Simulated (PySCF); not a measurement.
Spin–spin coupling constants

Bonds (- single, = double, # triple, : aromatic): C1#C2 1.211 Å, C2-C3 1.460 Å, C3-C4 1.509 Å, C4=C5 1.347 Å, C5-C6 1.465 Å, C6=C7 1.347 Å, C7-C3 1.509 Å. C1 carries H8; C3 carries H9; C4 carries H10; C5 carries H11; C6 carries H12; C7 carries H13.

Method: B3LYP/pcJ-1 (without the spin–dipole term)//PBE0-D3(BJ)/def2-SVP, PySCF; isolated molecule, single conformer, non-relativistic. Couplings are averaged over pairs made equivalent by symmetry, fast rotation or ring inversion, so a value needn't be that of the named pair in this geometry, while other rotamers aren't included; one pair stands for each set, and the list holds a selection of those of at least 1.5 Hz over up to four bonds.

Isotopes: ¹³C, ¹H.

```json
{"pair": "C1, C2", "bonds": "1", "J (Hz)": "202.4"}
{"pair": "C1, H8", "bonds": "1", "J (Hz)": "?"}
{"pair": "C2, C3", "bonds": "1", "J (Hz)": "78.1"}
{"pair": "C3, C4", "bonds": "1", "J (Hz)": "?"}
{"pair": "C3, H9", "bonds": "1", "J (Hz)": "130.1"}
{"pair": "C4, C5", "bonds": "1", "J (Hz)": "72.3"}
{"pair": "C4, H10", "bonds": "1", "J (Hz)": "187.0"}
{"pair": "C5, C6", "bonds": "1", "J (Hz)": "54.1"}
{"pair": "C5, H11", "bonds": "1", "J (Hz)": "?"}
{"pair": "C1, C3", "bonds": "2", "J (Hz)": "?"}
{"pair": "C2, H8", "bonds": "2", "J (Hz)": "52.8"}
{"pair": "C3, C5", "bonds": "2", "J (Hz)": "7.1"}
{"pair": "C4, C7", "bonds": "2", "J (Hz)": "5.3"}
{"pair": "C4, H9", "bonds": "2", "J (Hz)": "?"}
{"pair": "C4, H11", "bonds": "2", "J (Hz)": "3.5"}
{"pair": "C5, H10", "bonds": "2", "J (Hz)": "4.8"}
{"pair": "C5, H12", "bonds": "2", "J (Hz)": "6.9"}
{"pair": "C1, C4", "bonds": "3", "J (Hz)": "2.5"}
{"pair": "C3, H8", "bonds": "3", "J (Hz)": "3.8"}
{"pair": "C4, H12", "bonds": "3", "J (Hz)": "?"}
{"pair": "C4, H13", "bonds": "3", "J (Hz)": "4.5"}
{"pair": "C5, H9", "bonds": "3", "J (Hz)": "?"}
{"pair": "C4, H8", "bonds": "4", "J (Hz)": "-2.0"}
{"pair": "H8, H9", "bonds": "4", "J (Hz)": "?"}
{"pair": "H9, H11", "bonds": "4", "J (Hz)": "-2.8"}
{"pair": "H10, H13", "bonds": "4", "J (Hz)": "2.4"}
```

Q: Estimate the withheld couplings, with signs.

A: 
- ¹J(C1,H8) = 273.4 Hz (bond length 1.074 Å, sp carbon)
- ¹J(C3,C4) = 41.8 Hz (bond length 1.509 Å)
- ¹J(C5,H11) = 174.7 Hz (bond length 1.091 Å, sp2 carbon)
- ²J(C1,C3) = 12.5 Hz (angle at C2 180°)
- ²J(C4,H9) = -7.8 Hz (angle at C3 108°)
- ³J(C4,H12) = 8.4 Hz (dihedral angle 180°)
- ³J(C5,H9) = 2.9 Hz (dihedral angle 111°)
- ⁴J(H8,H9) = -4.6 Hz
